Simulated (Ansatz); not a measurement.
Job for Ansatz (a quantum-chemistry and plane-wave program): U-CCSD(T)/cc-pV(T+d)Z on AlH4N (SMILES [NH2][AlH2]), a point of a bond scan (R = 1.008 Å). Files ending in .json are basis or fitting sets from the Basis Set Exchange.

Ansatz 0.2 input:
```yaml
crystal:
  periodic: [false, false, false]
  atoms:
    - {symbol: Al, position_ang: [0.01202691, -0.28251526, -0.58588261]}
    - {symbol: H, position_ang: [-1.25287826, -0.11264194, -1.51237750]}
    - {symbol: H, position_ang: [1.30419113, -1.09271048, -0.98729284]}
    - {symbol: N, position_ang: [-0.02070206, 0.48629669, 1.00848631]}
    - {symbol: H, position_ang: [-0.78952954, 1.02757132, 1.37268570]}
    - {symbol: H, position_ang: [0.72678123, 0.44640271, 1.68405446]}
basis:
  gaussian:
    orbitals: cc-pV_T+d_Z.json
correlation: {method: ccsd_t, electrons: outside_noble_gas}
scf: {omitted_lower_state_checks: [cluster_reference]}
magnetization: {spin_polarized: true, initial_magnetization: 0}
```

The head of its log:

```
WARN ansatz: RAYON_NUM_THREADS=2 ignored (pool sized by the plan → 2); use --threads N
Functional definition: HF
these checks for a lower state are left out or cut short: cluster_reference
integrals: 0.34 GiB planned
718 factors; integrals over basis functions are off by at most 9.7e-4 eV
mean field: 0.28 GiB planned
mean field evaluation 1: about -8126.7854 eV, gradient 2.5e1 eV
mean field evaluation 2: about -8126.7876 eV, gradient 2.5e1 eV
mean field evaluation 4: about -8129.5457 eV, gradient 1.6e0 eV
mean field evaluation 8: about -8129.5699 eV, gradient 4.5e-4 eV
mean field -8129.56992681 eV, -298.7561843899 hartree, gradient 3.6e-6 eV, S^2 0.000000; 0 other end points of the search recorded, 0 dependent functions left out
6 core orbitals not correlated
reference -8129.56992681 eV, -298.7561843899 hartree; 6, 6 occupied and 113, 113 virtual orbitals, 718 factors
```

Q: Give the final energy of this run.

A: -299.0978 hartree (reference determinant -298.7562, T1 diagnostic 0.011).
